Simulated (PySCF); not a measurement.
# Static response to an electric field

Compound: C₂HBrN₂S.
Cartesian coordinates in Å at the PBE0-D3(BJ)/def2-SVP level; atoms count from 1:
```
atom  x, y, z in Å
Br1    2.0451   -1.1085   -0.9644
C2     0.5035   -0.5131   -0.0987
C3    -0.1155    0.7523   -0.3690
N4    -1.1847    0.9610    0.3557
S5    -1.3985   -0.3574    1.3173
N6    -0.0991   -1.2297    0.8096
H7     0.2372    1.4902   -1.0924
```

Level: CAM-B3LYP/def2-SVPD (PySCF), static field, nuclei fixed, core orbitals frozen in the response. The polarisability tensor in these axes (au):

```
x    86.71  -9.05 -24.86
y    -9.05  65.40  -2.95
z   -24.86  -2.95  70.05
```

Task: Diagonalise the tensor; give its mean and Δα, where Δα² is half the sum of the squared differences of the eigenvalues.

Result: Principal values 48.54, 68.21 and 105.41 au; mean 74.05 au = 10.97 Å³ = 12.21 × 10⁻⁴⁰ C²·m²/J; Δα = 50.02 au (68 % of the mean).

Task: What is the dipole moment, and where does it point?

Result: (0.13, 0.67, -0.51) D, 0.85 D in size, pointing from the negative to the positive side. Measured along this direction, the outermost atoms are N6 at the negative end and H7 at the positive end.

Task: What are the principal values of the traceless quadrupole moment, Θ = ½Σq(3rr − r²1), about the centre of nuclear charge?

Result: -4.52, -0.74, 5.25 D·Å. The values depend on the origin, since the dipole doesn't vanish. The electronic extent ⟨r²⟩ about the same centre is 1112 bohr², a root-mean-square distance of 2.00 Å for the 78 electrons.

Task: Give the principal axes and the span of the nuclei along them.

Result: Largest value along (0.82, -0.14, -0.56), where the nuclei span 4.20 Å; middle along (-0.14, 0.89, -0.43), 3.20 Å; least along (0.56, 0.43, 0.71), 0.00 Å. The response follows the extents in order.

Task: Find the Langevin capture rate constant for O2+ (31.990 u) meeting this molecule (163.904 u), k = 2.342 × 10⁻⁹ cm³/s × √(α in Å³ / reduced mass in u).

Result: The reduced mass is 26.77 u, so k = 1.50 × 10⁻⁹ cm³/s. The formula leaves out the permanent dipole, which adds to the capture rate.

Isolated species at its PBE0-D3(BJ)/def2-SVP geometry, gas phase. The calculation is non-relativistic, for bromine too.

These values come from a run that also computed excited states and ΔSCF ions. The run took 77 s of wall time on one thread of an Arm Neoverse V1, no GPU, on a shared host.
